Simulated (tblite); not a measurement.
Species: C₅H₁₁OP.
Z-matrix (Å and degrees, GFN2-xTB geometry), rows numbered from 1:
```
C 
C   1  1.3224
P   2  1.8081  1  119.04
O   3  1.4629  2  115.12  1     3.49
C   3  1.8473  2  106.66  1  -125.18
C   5  1.5219  3  107.17  2  -168.79
C   5  1.5214  3  107.40  2    70.50
H   1  1.0785  2  123.33  3  -179.94
H   1  1.0792  2  119.44  3    -0.20
H   2  1.0806  1  123.04  3   179.97
H   3  1.3999  2  102.64  1   127.70
H   5  1.0939  3  109.26  2   -49.26
H   6  1.0889  5  109.46  3   -56.96
H   6  1.0888  5  110.98  3  -176.99
H   6  1.0896  5  110.68  3    62.28
H   7  1.0889  5  111.01  3   175.97
H   7  1.0893  5  109.38  3    56.07
H   7  1.0901  5  110.64  3   -63.15
```

Level: GFN2-xTB in tblite, geometry and Hessian alike; calculated harmonic values, unscaled, isolated species. This tight-binding method is rough: wavenumbers can miss measured ones by several per cent, in bad cases by 10 to 20. Modes of hydrogen on phosphorus can be 10 to 20 % off. One conformer, not necessarily the lowest.

Harmonic wavenumbers (cm⁻¹): 57.5, 79.5, 148.9, 182.1, 199.8, 207.5, 229.7, 270.4, 346.4, 440.1, 461.9, 552.4, 659.0, 714.5, 869.9, 912.2, 925.8, 928.8, 939.7, 978.6, 984.0, 1014.2, 1031.3, 1138.6, 1170.2, 1227.7, 1242.5, 1279.5, 1291.2, 1377.7, 1402.7, 1414.7, 1480.9, 1486.8, 1491.5, 1495.9, 1659.1, 2240.0, 2930.2, 3006.1, 3010.2, 3015.5, 3018.6, 3022.9, 3026.9, 3057.9, 3081.1, 3111.2.

A = 3595, B = 1517, C = 1334 MHz; mass 118.055 u (most abundant isotopes); point group C1, symmetry number 1.

Problem. What is the zero-point energy?

Solution. Half the sum of the wavenumbers: 32407 cm⁻¹ = 92.66 kcal/mol.

Problem. What is S at 273.15 K and 1 bar for an ideal gas of classical rigid rotors and harmonic oscillators?

Solution. Translation 39.80, rotation 27.92, vibration 24.11: S = 91.8 cal/(mol K).

Problem. And Cp and H(273.15 K) − H(0)?

Solution. Cp = 33.49 cal/(mol K), of which vibrations give 25.54 (their classical limit is 48 R = 95.4); H(273.15 K) − H(0) = 5.75 kcal/mol without the zero-point energy, 3.58 from vibrations.

Problem. Blend soft modes into free rotors: weight 1/[1 + (100 cm⁻¹/ν̃)⁴] for the oscillator and the rest for a rotor with moment μB/(μ + B), μ = h/(8π²ν), B = 10⁻⁴⁴ kg m². What vibrational entropy results?

Solution. 22.65 cal/(mol K) in place of 24.11, which changes −T·S at 273.15 K by +0.40 kcal/mol.

Problem. What must be added to the electronic energy to get the Gibbs energy at 273.15 K and 1 bar?

Solution. ZPE + [H(273.15 K) − H(0)] − T·S = 92.66 + 5.75 − 25.08 = 73.33 kcal/mol.

Hindered rotation and anharmonicity are outside this model. Other conformers, if any are populated, would add a mixing term that is left out. The structure is chiral; the term R ln 2 for an equal mix with its mirror image is left out.
